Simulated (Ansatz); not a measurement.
Calculated with Ansatz (gas phase, PBE0-D4/def2-TZVP geometries, no zero-point term in ΔE). CBS: MP2 limit from def2 TZ/QZ plus the TZ coupled-cluster correction, frozen cores. Functionals use def2-TZVPP. B3LYP here is the variant with VWN-RPA as its local correlation; programs differ in this. Elements past krypton have def2 core potentials. For Sn outer-core shells are correlated without core-valence functions, which leaves a few kJ/mol of doubt a bond. Each species was taken in one conformer, which may not be the lowest.

`[CH3][SnH2][O][AlH2]` → `[CH3][AlH][SnH2][OH]`  (isomerisation)

`[CH3][SnH2][O][AlH2]`:

Cartesian coordinates in Å:
```
C -1.488 -0.016 1.072
Sn 0.190 1.192 0.552
O 1.275 0.164 -0.710
Al 1.416 -1.185 -1.696
H -2.146 0.520 1.757
H -2.044 -0.275 0.171
H -1.145 -0.932 1.553
H 1.222 1.514 1.876
H -0.246 2.622 -0.277
H 0.217 -2.226 -1.768
H 2.749 -1.379 -2.528
```

`[CH3][AlH][SnH2][OH]`:

Z-matrix (Å, degrees):
```
C
Al 1 1.946
H 1 1.091 2 112.2
H 1 1.095 2 110.6 3 -121.3
H 1 1.095 2 110.5 3 121.0
Sn 2 2.665 1 118.9 3 -1.0
H 2 1.591 1 122.0 3 179.0
O 6 1.990 2 101.9 1 -0.1
H 6 1.722 2 118.1 1 115.5
H 6 1.723 2 118.1 1 -115.7
H 8 0.960 6 112.9 2 -180.0
```

CCSD(T)/CBS gives +24.4 kcal/mol.

(1) Another level gave +18.4 kcal/mol. Which?
A. SCS-MP2/def2-TZVPP
B. PBE-D4/def2-TZVPP
C. CCSD/def2-TZVPP
D. B3LYP-D4/def2-TZVPP

Largest T1 diagnostic among the species: 0.013.

Answers

(1) B. PBE-D4 18.4, B3LYP-D4 23.3, SCS-MP2/def2-TZVPP 27.3, CCSD/def2-TZVPP 25.4 kcal/mol.

From PBE to PBE0 (25 % exact exchange), in def2-TZVPP and without D4, ΔE moves by +1.4 kcal/mol. In def2-TZVPP, CCSD(T) changes the Hartree–Fock value by −2.1 kcal/mol (the triples alone add −0.1 kcal/mol) and MP2 by −0.9 kcal/mol.
